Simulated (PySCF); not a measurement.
Geometry (Å), atoms numbered from 1 in this order:
```xyz
38

Si    0.946   -0.669    1.530
C     1.877   -1.323    3.030
C     0.605    1.180    1.705
Si   -0.325    1.881    0.219
C    -0.640    3.724    0.433
C    -1.949    0.934    0.048
Si   -1.679   -0.922   -0.166
C    -3.321   -1.827   -0.329
C    -0.709   -1.552    1.326
C    -0.615   -1.176   -1.705
Si    1.047   -0.289   -1.580
C     2.076   -0.574   -3.130
C     1.945   -0.934   -0.049
C     0.708    1.550   -1.326
H     1.287   -1.191    3.951
H     2.833   -0.791    3.162
H     2.098   -2.397    2.920
H     1.560    1.721    1.829
H     0.016    1.358    2.623
H    -1.186    4.135   -0.432
H    -1.239    3.921    1.336
H     0.309    4.277    0.528
H    -2.510    1.323   -0.821
H    -2.577    1.117    0.938
H    -3.893   -1.456   -1.194
H    -3.162   -2.909   -0.467
H    -3.940   -1.688    0.572
H    -1.313   -1.416    2.241
H    -0.534   -2.637    1.218
H    -1.160   -0.806   -2.591
H    -0.446   -2.257   -1.863
H     2.278   -1.647   -3.278
H     3.044   -0.052   -3.062
H     1.553   -0.201   -4.025
H     2.154   -2.012   -0.175
H     2.922   -0.426    0.042
H     1.667    2.094   -1.248
H     0.184    1.953   -2.211
```

- PBE0/pcSseg-1 with gauge-including orbitals
- coordinates at the PBE0-D3(BJ)/def2-SVP level
- program: PySCF 2.14.0 with density-fitted response routines
- fast rotation and ring inversion assumed for equivalent nuclei, no solvent model, one computed conformer, relativity neglected

δ = σ(ref) − σ, references computed at the same level: TMS for 13C, 1H, 29Si.

```
                                          atoms  nucleus  count  Hirshfeld charge  δ (ppm)
H18/H19/H23/H24/H28/H29/H30/H31/H35/H36/H37/H38       1H     12              0.04    -0.49
                           C3/C6/C9/C10/C13/C14      13C      6             -0.26      3.5
H15/H16/H17/H20/H21/H22/H25/H26/H27/H32/H33/H34       1H     12              0.04        ?
                               Si1/Si4/Si7/Si11     29Si      4              0.38     -0.3
                                   C2/C5/C8/C12      13C      4             -0.22        ?
```

Fill in the missing shifts.

Results:


- C2/C5/C8/C12: 6.1 ppm, carbon bonded to Si, 3 H
- H15/H16/H17/H20/H21/H22/H25/H26/H27/H32/H33/H34: 0.12 ppm, hydrogen on a carbon bonded to Si

Shifts are as computed. Against solution values, carbons near 30 ppm lie about +2 ppm off and those near 130 ppm about +5 ppm. Of 1309 compounds with measured shifts, 239 miss one by over three times the rms of a fit or turn the order of signals round; such compounds aren't used in these exercises.
